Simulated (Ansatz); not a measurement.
System: C2H4BO2, charge -1, multiplicity 1. It need not be the lowest isomer of its formula. Whether it binds its extra electron was not tested at this geometry. 
Geometry from a B3LYP-D3(BJ)/def2-TZVP (Ansatz, a quantum-chemistry and plane-wave program) optimisation:
```
C
C 1 1.3358
H 2 1.0862 1 120.57
H 2 1.0903 3 116.24 1 -180.00
H 1 1.0920 2 116.95 3 180.00
B 1 1.6082 5 115.67 2 -180.00
O 6 1.2924 1 124.30 5 0.00
O 6 1.4470 7 124.15 1 180.00
H 8 0.9639 6 103.72 7 0.00
```
Charge -1, spin multiplicity 1.

Parts of the frozen-core correlation energy in cc-pVDZ (Ansatz, hartree). Frozen orbitals: 5; correlated occupied orbitals by spin: 14 and 14; virtual: 71 and 71. Spin-orbit coupling is left out. No relativistic terms.

```csv
term,value
reference (HF),-252.57003
MP2 opposite-spin,-0.53912
MP2 same-spin,-0.18924
CCSD correlation,-0.76037
(T),-0.02376
T1 diagnostic,0.016
largest doubles amplitude,0.081
```
